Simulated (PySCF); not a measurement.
Below is a simulated gas-phase C 1s photoelectron spectrum of `CC(C)[C@H](C)CC[SiH3]`.

Every computed line was given a Gaussian of 0.5 eV full width at half maximum and an area set by the number of equivalent atoms; the highest printed point is 100. Computed with delta-SCF UKS SCAN, pcX-2 on the ionised atom, pcseg-1 elsewhere, spin-free X2C (PySCF 2.14.0).

```csv
binding energy (eV),intensity
289.3,0
289.4,0
289.5,1
289.6,3
289.7,8
289.8,17
289.9,33
290.0,56
290.1,81
290.2,98
290.3,100
290.4,84
290.5,57
290.6,32
290.7,14
290.8,5
290.9,2
291.0,0
```

Count the maxima, the lines and the sites behind this envelope.

The curve has 1 maximum (at 290.3 eV). Under it lie 7 lines from 7 inequivalent carbon sites. At this width some lines have no maximum of their own.

Decompose the envelope and assign each component. Numbering: `[CH3:1][CH:2]([CH3:3])[C@H:4]([CH3:5])[CH2:6][CH2:7][SiH3:8]`.

```json
{"position (eV)": "290.02", "relative area": "1", "line": "C 1s", "atoms": "C7", "environment": "sp3 carbon bound to silicon"}
{"position (eV)": "290.20", "relative area": "1", "line": "C 1s", "atoms": "C4", "environment": "sp3 CH carbon"}
{"position (eV)": "290.27", "relative area": "1", "line": "C 1s", "atoms": "C5", "environment": "methyl carbon"}
{"position (eV)": "290.29", "relative area": "1", "line": "C 1s", "atoms": "C3", "environment": "methyl carbon"}
{"position (eV)": "290.31", "relative area": "1", "line": "C 1s", "atoms": "C2", "environment": "sp3 CH carbon"}
{"position (eV)": "290.31", "relative area": "1", "line": "C 1s", "atoms": "C1", "environment": "methyl carbon"}
{"position (eV)": "290.31", "relative area": "1", "line": "C 1s", "atoms": "C6", "environment": "chain CH2 carbon"}
```

Lowest listed C 1s: C7, bonded to C, 2 H and Si. Highest, 0.29 eV above it: C6, bonded to 2 C and 2 H. The widest gap between neighbouring values is 0.18 eV, between 290.02 and 290.20 eV. The values 290.27, 290.29, 290.31, 290.31 and 290.31 eV lie too close for their order to be trusted.

Shake-up satellites, vibrational structure and lifetime widths aren't simulated. The structure is a single PBE0-D3(BJ)/def2-SVP conformer in the gas phase; no vibrational or solvent corrections.

Shape of the structure used: `[CH3:1][CH:2]([CH3:3])[C@H:4]([CH3:5])[CH2:6][CH2:7][SiH3:8]`: C1–C2–C4–C5 -67°, C2–C4–C6–C7 -166°, C4–C6–C7–Si8 177°.
